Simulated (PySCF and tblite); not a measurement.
Values are calculated unless marked as measured or tabulated.
Molecule: C₄H₉NSe, numbered as in [CH2:1]1[CH2:2][Se:3][CH2:4][CH2:5][NH:6]1; H named by carrier, a and b as here (out-of-plane angle 0°, Å):

```
C1       1.377    0.226   -0.001
C2       1.086   -1.276   -0.010
Se3     -0.505   -1.654   -1.109
C4      -1.633   -0.336   -0.175
C5      -0.937    1.026   -0.141
N6       0.305    0.983    0.563
H1a      1.557    0.550   -1.039
H1b      2.287    0.409    0.577
H2a      0.881   -1.641    0.998
H2b      1.910   -1.841   -0.445
H4a     -2.577   -0.290   -0.718
H4b     -1.807   -0.713    0.835
H5a     -0.765    1.353   -1.180
H5b     -1.597    1.751    0.341
H6       0.418    1.463    1.430
```

The mean out-of-plane torsion at N6 (0° is planar) is held and the rest relaxed at GFN2-xTB. Energies: revPBE/pcSseg-1 + D3(BJ), IEF-PCM chloroform. Couplings: B3LYP/pcseg-1 with H pcJ-1 N pcJ-1, gas phase, for ¹H, ¹⁵N. (tblite 0.8, PySCF 2.14.)

One held structure gave ¹J(N6,H6) = -85.9, ³J(H5a,H6) = -0.7, ³J(H1a,H6) = -0.7, ³J(H1b,H6) = 7.3, ³J(H5b,H6) = 7.3, ³J(N6,H2b) = -6.6, ³J(N6,H4a) = -6.6, ²J(N6,H1b) = -0.4 Hz.

**Question.** At which out-of-plane angle was it held?
A. 40°
B. 24°
C. 0°
D. -24°
E. -40°

**Answer.** B. It lies 1.54 kcal/mol above the lowest point.

Spin–orbit effects of heavy atoms are missing.
